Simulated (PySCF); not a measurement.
ClSi, SMILES [Si]Cl (connectivity only; charge and spin as stated), neutral, multiplicity 2. Atoms are numbered in the order given.

```xyz
2

Si     0.0000     0.0000    -1.1432
Cl     0.0000     0.0000     0.9414
```
Charge 0, spin multiplicity 2.

The structure is a stationary point at B3LYP-D3(BJ)/def2-TZVPD.

Level of theory: PySCF with PBE/def2-TZVPD.

Mulliken values depend strongly on the basis, most of all with diffuse functions as here. ESP charges are fitted to the potential on shells at 1.4 to 2.0 van der Waals radii. Atomic charges (e):

```tsv
atom	meta-Löwdin	ESP fit	Mulliken spin
Si1	0.20	0.08	0.95
Cl2	-0.20	-0.08	0.05
```
